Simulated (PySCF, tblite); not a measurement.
Isomers of C5H9O2 (doublet state), one GFN2-xTB conformer each. Single-point energies are computed at B3LYP/pcH-1 (PySCF, gas phase, no added dispersion term), electronic only. GFN2-xTB treats the open shell by occupation alone, and not every SCF solution was tested for stability.

Question: Rank them by B3LYP/pcH-1 energy, lowest first (kJ/mol).
A. `[CH3:1][O:2][C@@:3]1([CH2:4][OH:5])[CH:6][CH2:7]1` (doublet state) with C1–O2–C3–C4 -170°, O2–C3–C4–O5 -67°, C3–C4–O5–H 53°
B. `[CH3:1][CH:2][CH2:3][CH2:4][C:5](=[O:6])[OH:7]` (doublet state) with C1–C2–C3–C4 -81°, C2–C3–C4–C5 -177°, C3–C4–C5–O6 98°, C4–C5–O7–H 177°

Answer: B (0.0), A (280.1).

As drawn, the higher has a three-membered ring, which the lower lacks. GFN2-xTB itself gives, in the same order: 0.0, 186.0. Both levels put the same isomer lowest.

Q: What happens when harmonic zero-point energies from GFN2-xTB frequencies are added?

A: 
| SMILES | ZPE (kJ/mol) | electronic (kJ/mol) | with ZPE (kJ/mol) |
| --- | --- | --- | --- |
| C[CH]CCC(=O)O | 339.8 | 0.0 | 0.0 |
| CO[C@@]1(CO)[CH]C1 | 337.8 | 280.1 | 278.1 |

The zero-point energies span 2.0 kJ/mol. The order is unchanged.
